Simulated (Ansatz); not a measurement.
Steps of a relaxation of `C=N/C(F)=C/[SiH3]` with RKS PBE-D4/def2-SVP.

```sh
$ ansatz run in.yaml --threads 4 --pin off --events-out ev --progress --plain --max-ram 10444MiB
```

```yaml
crystal:
  periodic: [false, false, false]
  atoms:
    - {symbol: C, position_ang: [-2.219000, -0.949400, 1.301300]}
    - {symbol: N, position_ang: [-0.998600, -0.716000, 1.358700]}
    - {symbol: C, position_ang: [-0.444500, -0.173100, 0.233900]}
    - {symbol: F, position_ang: [-1.102000, 0.128700, -0.832600]}
    - {symbol: C, position_ang: [0.901900, 0.059800, 0.189600]}
    - {symbol: Si, position_ang: [1.807000, 0.791100, -1.195500]}
    - {symbol: H, position_ang: [-2.867500, -0.664400, 0.415800]}
    - {symbol: H, position_ang: [-2.754600, -1.319400, 2.149500]}
    - {symbol: H, position_ang: [1.511300, -0.152300, 1.114300]}
    - {symbol: H, position_ang: [1.303600, 2.133800, -1.494900]}
    - {symbol: H, position_ang: [1.673500, -0.089300, -2.372900]}
    - {symbol: H, position_ang: [3.265900, 0.895300, -0.833200]}
basis:
  gaussian: {orbitals: def2-SVP}
hamiltonian: {xc: pbe, dispersion: d4}
relax: {f_tol: 0.03, max_steps: 200}
```

Positions (Å) and forces (eV/Å) along the path, 8 of 8 steps:

```xyz
12
step=1 energy=-15271.0120 eV
C    -2.219   -0.949    1.301   -3.506    0.299   -1.113
N    -0.999   -0.716    1.359    1.905    0.292   -0.105
C    -0.445   -0.173    0.234    4.375   -0.070    1.831
F    -1.102    0.129   -0.833   -2.487    0.370   -2.043
C     0.902    0.060    0.190    0.061   -0.400    1.816
Si    1.807    0.791   -1.196    0.907    0.032   -0.427
H    -2.868   -0.664    0.416    0.324   -0.314    0.338
H    -2.755   -1.319    2.150   -0.529   -0.674    1.122
H     1.511   -0.152    1.114   -0.760   -0.053   -0.518
H     1.304    2.134   -1.495   -0.242    0.706   -0.296
H     1.673   -0.089   -2.373   -0.006   -0.189   -0.587
H     3.266    0.895   -0.833   -0.042    0.001   -0.018
12
step=2 energy=-15271.3639 eV
C    -2.288   -0.884    1.343   -0.851   -0.907   -0.801
N    -1.021   -0.693    1.379   -0.176    0.318   -0.137
C    -0.415   -0.148    0.266    1.918   -0.051    1.083
F    -1.130    0.172   -0.802   -1.114    0.155   -0.882
C     0.927    0.088    0.225   -0.097   -0.373    0.635
Si    1.844    0.789   -1.215    0.365    0.196   -0.377
H    -2.910   -0.758    0.404    0.292    0.269    0.553
H    -2.800   -1.410    2.173    0.124    0.276    0.212
H     1.501   -0.195    1.133   -0.327    0.051   -0.180
H     1.349    2.154   -1.573   -0.079    0.179   -0.040
H     1.720   -0.064   -2.442   -0.030   -0.095   -0.079
H     3.301    0.896   -0.857   -0.025   -0.018    0.012
12
step=3 energy=-15271.4332 eV
C    -2.298   -0.974    1.310   -0.264    0.498    0.377
N    -1.025   -0.723    1.368   -0.774   -0.174   -0.301
C    -0.387   -0.172    0.269    0.437   -0.148    0.449
F    -1.139    0.121   -0.820   -0.203    0.045   -0.167
C     0.947    0.086    0.238   -0.189   -0.111   -0.040
Si    1.864    0.809   -1.224    0.037    0.137   -0.235
H    -2.952   -0.716    0.423    0.434   -0.273    0.398
H    -2.838   -1.342    2.239    0.587    0.091   -0.730
H     1.492   -0.201    1.150   -0.041    0.028    0.050
H     1.360    2.187   -1.587    0.005   -0.082    0.077
H     1.733   -0.040   -2.467   -0.019   -0.007    0.115
H     3.320    0.910   -0.865   -0.009   -0.004    0.008
12
step=4 energy=-15271.4476 eV
C    -2.316   -0.943    1.326    0.858    0.282   -0.273
N    -1.053   -0.701    1.314    0.246   -0.088    0.313
C    -0.393   -0.158    0.235   -0.906   -0.220    0.181
F    -1.156    0.139   -0.853   -0.023    0.088   -0.256
C     0.928    0.080    0.222    0.742    0.135   -0.031
Si    1.884    0.810   -1.228   -0.147   -0.063    0.102
H    -2.972   -0.732    0.476   -0.446    0.070   -0.403
H    -2.723   -1.374    2.237   -0.416   -0.259    0.461
H     1.419   -0.204    1.167    0.076    0.042   -0.079
H     1.370    2.186   -1.556    0.002   -0.017   -0.040
H     1.751   -0.070   -2.442   -0.010    0.040   -0.012
H     3.336    0.911   -0.863    0.024   -0.009    0.036
12
step=5 energy=-15271.4824 eV
C    -2.305   -0.938    1.318    0.097    0.054   -0.002
N    -1.037   -0.711    1.350   -0.123   -0.039   -0.003
C    -0.386   -0.170    0.260   -0.013   -0.059    0.194
F    -1.145    0.130   -0.831   -0.024    0.020   -0.093
C     0.946    0.075    0.233    0.022    0.013   -0.015
Si    1.867    0.809   -1.227   -0.018    0.001   -0.032
H    -2.946   -0.719    0.434    0.014   -0.023    0.056
H    -2.785   -1.367    2.221    0.040    0.033   -0.111
H     1.469   -0.198    1.162    0.002    0.009   -0.021
H     1.352    2.182   -1.570   -0.001   -0.022    0.016
H     1.728   -0.058   -2.452   -0.002    0.008    0.020
H     3.321    0.910   -0.863    0.007    0.005   -0.008
12
step=6 energy=-15271.4842 eV
C    -2.303   -0.934    1.314   -0.012    0.010   -0.007
N    -1.036   -0.712    1.355   -0.033   -0.002   -0.020
C    -0.383   -0.170    0.269    0.060   -0.041    0.098
F    -1.139    0.127   -0.828   -0.013    0.016   -0.041
C     0.949    0.075    0.238   -0.025    0.000   -0.001
Si    1.862    0.806   -1.228    0.000    0.007   -0.015
H    -2.940   -0.711    0.429    0.016   -0.009    0.030
H    -2.790   -1.370    2.207    0.015    0.016   -0.040
H     1.478   -0.195    1.165    0.000    0.006   -0.008
H     1.342    2.178   -1.567   -0.005   -0.004    0.005
H     1.720   -0.061   -2.450   -0.006   -0.003    0.008
H     3.318    0.911   -0.870    0.003    0.004   -0.010
12
step=7 energy=-15271.4854 eV
C    -2.304   -0.929    1.304   -0.004    0.007   -0.011
N    -1.036   -0.717    1.359    0.021    0.015   -0.029
C    -0.370   -0.175    0.281   -0.017   -0.042    0.082
F    -1.117    0.125   -0.824   -0.012    0.004   -0.016
C     0.961    0.071    0.254    0.007    0.003   -0.007
Si    1.851    0.804   -1.226    0.031    0.004    0.010
H    -2.927   -0.697    0.413   -0.011   -0.003    0.005
H    -2.805   -1.365    2.189    0.009    0.006   -0.013
H     1.495   -0.196    1.179   -0.008    0.005   -0.014
H     1.319    2.172   -1.560   -0.011    0.004    0.001
H     1.697   -0.068   -2.443   -0.010   -0.007   -0.002
H     3.311    0.920   -0.892    0.007    0.004   -0.006
12
step=8 energy=-15271.4857 eV
C    -2.305   -0.926    1.301   -0.005   -0.002    0.005
N    -1.036   -0.719    1.359    0.002    0.000   -0.003
C    -0.367   -0.179    0.284    0.006    0.008   -0.013
F    -1.111    0.122   -0.825   -0.004   -0.005    0.010
C     0.964    0.069    0.257    0.012   -0.002    0.006
Si    1.851    0.805   -1.225   -0.008   -0.001   -0.001
H    -2.927   -0.692    0.410   -0.002   -0.002    0.004
H    -2.807   -1.362    2.185   -0.001    0.003   -0.008
H     1.499   -0.197    1.181   -0.002    0.002   -0.002
H     1.310    2.170   -1.556    0.001   -0.002    0.001
H     1.691   -0.070   -2.439    0.001    0.002    0.002
H     3.313    0.925   -0.899    0.001    0.000    0.001
```

It took 12 s on 4 threads of an Arm Neoverse V1 on a shared host, with 0.16 GiB of host memory at the peak.
